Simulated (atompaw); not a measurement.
## strontium: one change to a PAW (atompaw) potential, before and after

Sr (Z = 38), PAW, made with atompaw 4.2.0.5 (LDA (PW92), scalar-relativistic). Core [Ar] 3d10, reference 4s2 4p6 4d0 5s2 5p0. Waves: 4s (bound): rc 2.25 bohr; 5s (bound): rc 2.80 bohr; 4p (bound): rc 2.05 bohr; 5p (bound, empty): rc 2.80 bohr; 4d (bound, empty): rc 2.80 bohr; 4d channel at 1.55 Ry: rc 2.80 bohr. Local part: bessel scheme, radius 2.05 bohr. Core correction: smooth core density matched at 1.45 bohr. Augmentation charge: sinc compensation charge, radius 2.75 bohr; PAW radius 2.80 bohr; waves and projectors: custom rrkj vanderbiltortho.

Change: wave 4p (bound): rc 2.05 bohr becomes 4p (bound): rc 2.40 bohr.

Cutoffs: the cutoffs (Ry, on a coarse ladder) from which the occupation-weighted sum of valence levels, in a spherical-Bessel basis at the reference potential, stays within 10 and 1 mRy of its value at 400 Ry; they do not see the model core or the augmentation charge, which bear on the density cutoff.

Problem. What does the change do?

Solution. The potential gets softer (18 Ry and 30 Ry → 15 Ry and 25 Ry); neither file shows a bound ghost.

```csv
quantity,base,changed
"cutoff, loose",18 Ry,15 Ry
"cutoff, tight",30 Ry,25 Ry
loose cutoff by channel (10 mRy a level),"s 10 Ry, p 15 Ry","s 10 Ry, p 10 Ry"
bound ghosts,none,none
s: phases at 2.80 bohr within 0.05 rad from the reference energy up to (Ry; the scan ends near 5),1.9,1.9
p: phases at 2.80 bohr within 0.05 rad from the reference energy up to (Ry; the scan ends near 5),1.0,0.9
d: phases at 2.80 bohr within 0.05 rad from the reference energy up to (Ry; the scan ends near 5),2.8,2.8
lowest overlap eigenvalue by channel,"s 0.12, p 0.03, d 0.37","s 0.12, p 0.11, d 0.37"
```

 The cutoffs see the waves, projectors and local potential, not the compensation charge or the core.
